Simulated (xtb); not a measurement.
xtb input:

```bash
xtb mol.xyz --gfnff --opt tight --chrg 0 --uhf 0
```
mol.xyz:
```
16

C      2.15572656    -0.44303286    -1.27070040
Se     1.54302350     0.87048805     0.04897811
C     -0.39046185     0.67783772    -0.27006758
C     -1.12693569     1.84770096     0.35602101
Se    -0.98205793    -1.07277024     0.43716825
C     -2.70128136    -1.17279837    -0.51252228
H      1.91516776    -0.10327919    -2.27549337
H      1.68963409    -1.40342660    -1.06673261
H      3.23483727    -0.52003981    -1.15723096
H     -0.53693251     0.64979326    -1.34883618
H     -2.20349079     1.74496182     0.21071020
H     -0.93912471     1.89808881     1.42902692
H     -0.80974526     2.78903066    -0.09904129
H     -3.37582936    -0.38926907    -0.17585519
H     -3.13049815    -2.14430723    -0.27572858
H     -2.53913395    -1.10220287    -1.58617932
```

Question: Which total energy does the run end on?

Answer: -2.04360 Eh (GFN-FF).
